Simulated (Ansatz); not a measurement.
F₄HNbO (`[OH][Nb]([F])([F])([F])[F]`), charge 0, multiplicity 1.

**Question.** Give a relaxed structure at PBE0-D4/def2-TZVP (Ansatz 0.2.0). (An estimate is asked.)

**Answer.** Computed: 
Cartesian coordinates in Å:
```
O -0.365 -0.493 -1.351
Nb 0.086 0.129 0.339
F 1.445 1.171 -0.342
F -1.585 0.863 0.593
F 0.558 0.744 2.044
F 0.435 -1.580 0.935
H -0.574 -0.835 -2.218
```
Point group C3v.
